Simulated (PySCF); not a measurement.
## Potential energy of CdS along the bond

Set-up: Cd def2-SVP with ECP28, S def2-SVP; scalar-relativistic core potentials (PySCF 2.14). Energies in eV from Cd + S in their ground configurations at the same level. State: ¹Σ⁺ (singlet), closed shell.

Curves on a restricted Hartree–Fock reference rise too fast on stretching and do not dissociate correctly.

```csv
R (Å),M06,HSE06,RHF-SCS-MP2
1.938,0.3918,0.1915,0.6323
2.028,-0.2641,-0.4383,-0.0167
2.118,-0.6223,-0.7755,-0.3735
2.185,-0.7515,-0.8913,-0.5014
2.253,-0.7947,-0.9218,-0.5401
2.321,-0.7754,-0.8893,-0.5111
2.411,-0.6838,-0.7781,-0.3973
2.523,-0.5085,-0.5727,-0.1803
2.659,-0.2622,-0.2826,0.1262
2.839,0.0685,0.1108,0.5300
```

Problem. Put a parabola through the three lowest points of the M06 curve and estimate Re, k and ωe (reduced mass 24.96 u; 1 eV/Å² = 0.16022 mdyn/Å; ωe = 1302.8·√(k/μ) cm⁻¹).

Solution. Through R = 2.185, 2.253, 2.321 Å the second-order coefficient is 6.76 eV/Å², so Re ≈ 2.266 Å, k ≈ 2.17 mdyn/Å and ωe ≈ 384 cm⁻¹. A polynomial fit of higher order to the unrounded M06 energies gives Re = 2.262 Å, k = 2.08 mdyn/Å, ωe = 376 cm⁻¹; anharmonicity and rounding make the difference.

The higher-order fit for each curve: M06: Re = 2.262 Å, ωe = 376 cm⁻¹, De = 0.80 eV; HSE06: Re = 2.248 Å, ωe = 390 cm⁻¹, De = 0.92 eV; RHF-SCS-MP2: Re = 2.255 Å, ωe = 399 cm⁻¹, De = 0.54 eV.

Correlated steps freeze 5 core orbitals. Correlated levels converge slowly with the basis: in double zeta they bind strong bonds too weakly, by up to about 1 eV, and carry superposition errors of some tenths. Where the molecule has an RHF reference, its open-shell atoms are computed with UHF.
